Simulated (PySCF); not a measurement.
A PySCF script (with the pyscf-properties extension) for the NMR shieldings of `C=CC[Si@@H]1[SiH2][Si@H](F)[Si@@H]1C`, C4H13FSi4, on a GFN2-xTB geometry:

```python
import basis_set_exchange as bse
import numpy as np
from pyscf import gto, dft
from pyscf.prop import nmr

atoms = """
C     1.943168   -2.263084    0.659256
C     1.851525   -1.724252   -0.544177
C     1.787588   -0.268268   -0.816211
Si    0.041260    0.253151   -1.441799
Si   -0.270386    2.597660   -1.305531
Si   -1.871256    2.252390    0.383065
F    -1.227742    2.684481    1.822219
Si   -1.706540   -0.094930    0.138888
C    -1.277551   -1.074010    1.716770
H     2.013796   -1.654360    1.546323
H     1.962377   -3.328781    0.811719
H     1.787571   -2.361748   -1.417419
H     2.028866    0.291349    0.088241
H     2.527615   -0.005330   -1.574033
H    -0.075180   -0.402199   -2.762064
H     0.895993    3.439771   -1.004630
H    -0.821178    3.214659   -2.520384
H    -3.119695    3.008869    0.482306
H    -2.927924   -0.730024   -0.398718
H    -2.137964   -1.176815    2.372774
H    -0.916131   -2.072023    1.483658
H    -0.498622   -0.567118    2.278897
"""
names = dict.fromkeys(["C", "Si", "F", "H"], "pcSseg-1")
basis = {el: gto.basis.parse(bse.get_basis(n, elements=[el], fmt="nwchem")) for el, n in names.items()}
mol = gto.M(atom=atoms, basis=basis, charge=0, verbose=0)
mf = dft.RKS(mol, xc="PBE0")
mf.grids.level = 2
mf.grids.alignment = dft.numint.BLKSIZE   # the property module wants whole blocks of grid points
mf.conv_tol = 1e-9
mf.kernel()

calc = nmr.RKS(mf)   # GIAO
C = mf.mo_coeff
Co = C[:, mf.mo_occ > 0]
resp = mf.gen_response(singlet=True, hermi=2)
def vind(x):   # induced exchange potential for any number of trial vectors
    d = np.einsum("pi,xij,qj->xpq", C, 2 * x.reshape(-1, C.shape[1], Co.shape[1]), Co, optimize=True)
    return np.einsum("xpq,pi,qj->xij", resp(d - d.transpose(0, 2, 1)), C, Co, optimize=True).ravel()
mo1, _ = nmr.rhf.solve_mo1(calc, with_cphf=vind)
sigma = calc.kernel(mo1)
for i, s in enumerate(sigma):   # ppm
    print("%2d %-2s %9.2f" % (i, mol.atom_pure_symbol(i), np.trace(s) / 3))
```

Problem. Give the expected output.

Solution. 
```
 0 C      65.43
 1 C      41.74
 2 C     163.00
 3 Si    406.75
 4 Si    439.34
 5 Si    285.35
 6 F     440.04
 7 Si    388.11
 8 C     196.07
 9 H      26.31
10 H      26.51
11 H      25.54
12 H      29.43
13 H      29.63
14 H      27.09
15 H      27.47
16 H      27.74
17 H      24.88
18 H      27.02
19 H      31.35
20 H      30.95
21 H      31.05
```

These numbers come from an equivalent density-fitted implementation of the same equations, which agrees with the script to about 0.01 ppm for H and up to a few tenths of a ppm for heavy atoms, so last digits may differ.

Problem. Turn these shieldings into chemical shifts. Chemical shifts δ = σref − σ; 13C (σref 186.93), 29Si (σref 349.16), 1H (σref 31.72) against TMS; 19F (σref 170.95) vs CFCl3, all at this level.

Solution. Averaging equivalent atoms: C 1: 145.2; C 0: 121.5; C 2: 23.9; C 8: -9.1; Si 5: 63.8; Si 7: -39.0; Si 3: -57.6; Si 4: -90.2; F 6: -269.1; H 17: 6.84; H 11: 6.18; H 9: 5.41; H 10: 5.20; H 18: 4.69; H 14: 4.63; H 15: 4.24; H 16: 3.98; H 12: 2.29; H 13: 2.09; H 19/20/21: 0.60 ppm. Unscaled 19F shifts against computed CFCl3 carry errors that often reach 10 to 50 ppm.

Size and cost of the density-fitted run: 246 basis functions, 2.1 min wall time on 1 thread of an Arm Neoverse V2, shared host; peak memory 1.1 GiB.
